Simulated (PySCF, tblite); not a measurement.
Species: C₇H₁₂OSi.
Cartesian coordinates in Å at the GFN2-xTB level; atoms count from 1:
```
atom  x, y, z in Å
C1     3.2660   -0.1171   -0.1817
C2     1.8176   -0.3735    0.2136
C3     0.8695    0.6268   -0.4637
C4    -0.5551    0.3878   -0.0766
C5    -1.2110    1.1368    0.8200
C6    -2.6027    0.7903    1.1032
O7    -3.3082    1.3657    1.9079
Si8   -3.0616   -0.7052   -0.0233
C9    -1.2796   -0.7654   -0.7081
H10    3.5717    0.8844    0.1135
H11    3.3909   -0.2091   -1.2588
H12    3.9250   -0.8342    0.3023
H13    1.5401   -1.3906   -0.0708
H14    1.7110   -0.2882    1.2973
H15    0.9751    0.5287   -1.5474
H16    1.1666    1.6386   -0.1794
H17   -0.7625    1.9773    1.3288
H18   -3.4366   -1.9027    0.7249
H19   -4.0426   -0.3617   -1.0507
H20   -0.7616   -1.6926   -0.4571
H21   -1.2209   -0.6790   -1.7945
```

Computed, not measured: PBE0/pcSseg-1 in PySCF (dipole) on a GFN2-xTB geometry, gas phase.

Take the most abundant isotopes and a rigid rotor. The values belong to one conformer with, in the numbering `[CH3:1][CH2:2][CH2:3][C:4]1=[CH:5][C:6](=[O:7])[SiH2:8][CH2:9]1`, C1–C2–C3–C4 180°, C2–C3–C4–C5 102°.

Problem. What are A, B and C (MHz)?

Solution. Ia = 170.54, Ib = 743.55, Ic = 860.95 u·Å²; 505379 MHz·u·Å²/I gives A = 2963, B = 679.7, C = 587.0 MHz.

Problem. Classify the top.

Solution. A near-prolate asymmetric top: κ = (2 × 679.7 − 2963 − 587.0)/(2963 − 587.0) = -0.92.

Problem. What does the inertial defect say?

Solution. Not planar: Δ = Ic − Ia − Ib = -53.14 u·Å². For a rigid frame Δ = −2 Σ m c², so Σ m c² = 26.57 u·Å² lies off the ab plane: 12.27 from hydrogen and 14.30 from heavier atoms. The atom farthest from that plane is 1.43 Å away.

Problem. Which types of transition are allowed, and where do some lines up to J = 5 fall?

Solution. The dipole components are |μa| = 3.67 D, |μb| = 2.49 D, |μc| = 0.42 D. The squared components, which scale the intensities, stand as 1.00 : 0.46 : 0.01 (a : b : c). Some lines, for components of 0.1 D or more:

```json
{"type": "a", "branch": "Q", "J(Ka,Kc)": "4(1,3) ← 4(1,4)", "MHz": "926", "lower level (cm⁻¹)": "0.485"}
{"type": "a", "branch": "R", "J(Ka,Kc)": "2(1,2) ← 1(1,1)", "MHz": "2441", "lower level (cm⁻¹)": "0.118"}
{"type": "a", "branch": "R", "J(Ka,Kc)": "2(0,2) ← 1(0,1)", "MHz": "2531", "lower level (cm⁻¹)": "0.042"}
{"type": "a", "branch": "R", "J(Ka,Kc)": "5(2,3) ← 4(2,2)", "MHz": "6382", "lower level (cm⁻¹)": "0.735"}
{"type": "c", "branch": "Q", "J(Ka,Kc)": "3(2,2) ← 3(1,2)", "MHz": "6714", "lower level (cm⁻¹)": "0.340"}
{"type": "b", "branch": "Q", "J(Ka,Kc)": "3(2,1) ← 3(1,2)", "MHz": "6728", "lower level (cm⁻¹)": "0.340"}
{"type": "c", "branch": "R", "J(Ka,Kc)": "2(2,1) ← 1(1,1)", "MHz": "9570", "lower level (cm⁻¹)": "0.118"}
{"type": "b", "branch": "R", "J(Ka,Kc)": "2(2,0) ← 1(1,1)", "MHz": "9573", "lower level (cm⁻¹)": "0.118"}
{"type": "c", "branch": "Q", "J(Ka,Kc)": "4(3,2) ← 4(2,2)", "MHz": "11618", "lower level (cm⁻¹)": "0.735"}
{"type": "b", "branch": "Q", "J(Ka,Kc)": "4(3,2) ← 4(2,3)", "MHz": "11660", "lower level (cm⁻¹)": "0.733"}
{"type": "c", "branch": "R", "J(Ka,Kc)": "4(4,0) ← 3(3,0)", "MHz": "21378", "lower level (cm⁻¹)": "0.953"}
{"type": "c", "branch": "R", "J(Ka,Kc)": "5(5,0) ← 4(4,0)", "MHz": "27305", "lower level (cm⁻¹)": "1.666"}
```

Problem. Estimate the classical rotational partition function at 100 K, 200 K and 500 K.

Solution. Point group C1, symmetry number σ = 1; q = (√π/σ)·√((kT/h)³/(ABC)), k/h = 20836.6 MHz/K: 155000 at 100 K, 439000 at 200 K, 1730000 at 500 K.

Its GFN2-xTB frequencies are all real (lowest 27 cm⁻¹). Zero-point vibration and centrifugal distortion are left out. A rigid rotor knows nothing of internal rotation, which can split or shift real lines.
